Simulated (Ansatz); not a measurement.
System: GaCl2, charge 1, multiplicity 1. It need not be the lowest isomer of its formula. 
Structure (B3LYP-D3(BJ)/def2-TZVP (Ansatz, a first-principles code) minimum search):
SMILES: [Cl][Ga+][Cl]
```xyz
3

Ga     0.0000     0.0000     0.0000
Cl     0.0000     0.0000    -2.0381
Cl     0.0000     0.0000     2.0381
```
Charge +1, spin multiplicity 1.

Basis-set convergence of Hartree-Fock and MP2 correlation energies (hartree) with Ansatz. Cores are frozen in the correlated levels unless marked. No spin-orbit coupling. Frozen are the shells of the preceding noble gas and the d and f shells that filled before the atom's block. No relativistic terms.

```csv
basis,functions,E(HF),"E(corr, MP2)"
def2-SVP,68,-2841.52259,-0.30847
def2-TZVPP,132,-2842.09049,-0.41947
def2-QZVPP,229,-2842.15564,-0.46047
```

Extrapolating the two largest sets (X = 3 and 4) as X^-3: E(corr) = (64·(-0.46047) - 27·(-0.41947))/37 = -0.4904 Eh, an estimate of the basis-set limit. The largest set recovers 93.9 % of it, the smallest 62.9 %.
